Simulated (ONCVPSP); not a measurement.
# Transferability test, ONCV potential for P (Z = 15)

ONCVPSP 4.0.1 input, shortened (lines: element, Z, core and valence counts, functional; n l f; lmax; l rc ep ncon nbas qcut; lloc lpopt rc5 dvloc0; l nproj debl; icmod fcfact rcfact), PBE, fully relativistic:

```
  P 15.00    1    4        4      upf
    1    0    2.00
    2    0    2.00
    2    1    6.00
    3    0    2.00
    3    1    3.00
    2
    0    0.70    0.00    3    6   18.10
    1    0.85    0.00    4    7   17.10
    2    0.85    0.22    4    9   13.40
    4    5    0.65    4.00
    0    2    3.50
    1    2    1.30
    2    3    1.00
    0    0.00    0.00
```

Open shells are filled in proportion to 2j + 1.

Energies are relative to the spin-unpolarised reference configuration 2s2 2p6 3s2 3p3; without spin polarisation the order of configurations can differ from experiment.

```tsv
valence configuration	charge	ΔE all-electron (eV)	error AE − PS (meV)
2s2 2p6 3s2 3p1	+2	28.877	+4.2
2s2 2p6 3s2 3p0	+3	58.616	+12
2s1 2p6 3s2 3p3	+1	188.556	-222
```

Task: What are ΔE and the potential's error for 2s2 2p6 3s2 3p2?

Result: ΔE = 9.730 eV all-electron; the error (AE − PS) is +1.1 meV.

Levels in the configuration 2s2 2p6 3s2 3p2:

```
   level  all-electron (eV)  pseudo (eV)
2s j=1/2           -184.607     -184.606
2p j=3/2           -134.823     -134.802
2p j=1/2           -135.741     -135.720
3s j=1/2            -23.286      -23.285
3p j=3/2            -14.193      -14.191
3p j=1/2            -14.258      -14.256
```
